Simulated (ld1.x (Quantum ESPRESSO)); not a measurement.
**iron (Fe): one change to a TM potential, before and after**

* Element: Fe
* Generator: ld1.x (Quantum ESPRESSO) 7.5
* Type: norm-conserving Troullier–Martins (Kleinman–Bylander form)
* Functional: PBEsol
* Relativity: scalar-relativistic
* Frozen core: [Ar]
* Valence charge: 8
* Reference configuration: 3d6 4s0 4p0 (charge +2)
* Partial waves: 4s (bound, empty): rc 2.15 bohr; 4p (bound, empty): rc 2.85 bohr; 3d (bound): rc 0.95 bohr
* Local potential: all-electron potential smoothed inside 2.05 bohr (lloc = -1)
* Core correction: none

All-electron outer shells of the reference configuration (PBEsol, scalar-relativistic, ld1.x):

```
shell  level (eV)  outermost node (bohr)  outermost maximum (bohr)
   3p      -78.35                   0.30                      0.72
   3d      -25.68                      –                      0.71
   4s      -19.99                   1.00                      2.15
   4p      -14.08                   1.08                      2.60
```

Change: core correction a·sin(br)/r model core inside 0.62 bohr.

Cutoffs: the cutoffs (Ry, on a coarse ladder) from which the occupation-weighted sum of valence levels, in a spherical-Bessel basis at the reference potential, stays within 10 and 1 mRy of its value at 400 Ry; they do not see the model core or the augmentation charge, which bear on the density cutoff. Errors are all-electron minus pseudo energies relative to the spin-unpolarised reference configuration.

Problem. Predict the effect on cutoff, ghosts and configuration errors.

Solution. The potential gets neither clearly harder nor softer (200 Ry and 300 Ry → 200 Ry and 300 Ry); of the 7 tests that both files solve, the error grows in 2 and shrinks in 5 by more than 15 % and 0.3 meV (median size 138.0 → 18.1 meV); neither file shows a bound ghost. A model core, the more so a compact one, raises the density cutoff, which this test does not measure.

```tsv
quantity	base	changed
cutoff, loose	200 Ry	200 Ry
cutoff, tight	300 Ry	300 Ry
bound ghosts	none	none
error for 3d6 4s2 4p0, meV [ΔE -24.86 eV]	+138	-34
error for 3d6 4s1 4p0, meV [ΔE -16.12 eV]	+63	-14
error for 3d5 4s0 4p0, meV [ΔE 34.19 eV]	-250	-397
error for 3d6 4s0 4p2, meV [ΔE -16.37 eV]	+75	-7.0
error for 3d6.5 4s1.5 4p0, meV [ΔE -25.59 eV]	+155	+2.1
error for 3d6 4s1 4p1, meV [ΔE -20.73 eV]	+103	-18
error for 3d5 4s2 4p0, meV [ΔE -10.63 eV]	-311	-538
s: phases at 3.11 bohr within 0.05 rad from the reference energy up to (Ry; the scan ends near 5)	-0.1	-0.1
p: phases at 3.11 bohr within 0.05 rad from the reference energy up to (Ry; the scan ends near 5)	0.8	0.8
d: phases at 3.11 bohr within 0.05 rad from the reference energy up to (Ry; the scan ends near 5)	-0.4	-0.4
```
